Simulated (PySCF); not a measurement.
Species: CH3BrSi (triplet state).
Bonds: Si1–C2, C2–Br3. Hydrogens: H4, H5, H6 on Si1.

A GFN2-xTB structure was refined with PBE0-D3(BJ)/def2-SVP geometry optimisation, gas phase (PySCF 2.14.0). Its GFN2-xTB values:

```csv
coordinate,GFN2-xTB
Si1–C2,1.822 Å
Si1–H4,1.493 Å
Si1–H5,1.450 Å
C2–Br3,1.796 Å
Si1–C2–Br3,133.6°
C2–Si1–H4,109.0°
C2–Si1–H6,104.9°
H4–Si1–H5,108.2°
```

Task: How do these coordinates change at the PBE0-D3(BJ)/def2-SVP level?

Result: 
| coordinate | PBE0-D3(BJ)/def2-SVP (Å or °) | change |
| --- | --- | --- |
| Si1–H5 | 1.496 | +0.046 |
| Si1–C2 | 1.841 | +0.019 |
| C2–Br3 | 1.803 | +0.007 |
| Si1–H4 | 1.497 | +0.004 |
| Si1–C2–Br3 | 139.1 | +5.5 |
| C2–Si1–H6 | 107.2 | +2.3 |
| C2–Si1–H4 | 110.6 | +1.6 |
| H4–Si1–H5 | 108.7 | +0.5 |

The energy falls by 1.2 kcal/mol over 5 energy and gradient evaluations, the largest force component goes from 0.0159 to 3.5e-04 Eh/bohr, and the atoms move by 0.059 Å rms after alignment. The bond that changes most is Si1–H5 (ends: silicon bonded to C and 3 H; hydrogen on silicon), which lengthens by 0.046 Å. Bonds longer at the end by more than 0.005 Å: 4 of 5; shorter: 0. Rotational constants go from 45568, 1932, 1894 to 49739, 1831, 1803 MHz.

The run used 79 basis functions and 34 SCF cycles in all.

PBE0-D3(BJ)/def2-SVP frequencies: not computed here. ⟨S²⟩ = 2.010 (exact for a triplet: 2.00). This triplet need not be the ground state; the singlet was not compared here.
